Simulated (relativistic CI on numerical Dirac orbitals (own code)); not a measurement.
# Crystal-field levels of Sc²⁺, 3d

Calculated by Dirac-Coulomb-Breit CI, KLI orbitals optimised for each configuration, QED by a radiative potential, valence Slater integrals scaled by 0.85, one configuration in a parametric crystal field (own radial code).

Field parameters in Wybourne normalisation: Oh B⁴₀ = 21Dq, B⁴₄ = √(5/14) B⁴₀. The field is a parameter set, without covalency.

S is read from ⟨S²⟩ = S(S + 1).

Levels (cm⁻¹, degeneracy): 0 (4), 98 (2), 16283 (4).

Problem. Which field gives this pattern?
A. Oh, 10Dq = 3250 cm⁻¹
B. Oh, 10Dq = 11050 cm⁻¹
C. Oh, 10Dq = 16250 cm⁻¹
D. Oh, 10Dq = 8450 cm⁻¹

Solution. C. Oh, 10Dq = 16250 cm⁻¹, ground level with S = 0.50.
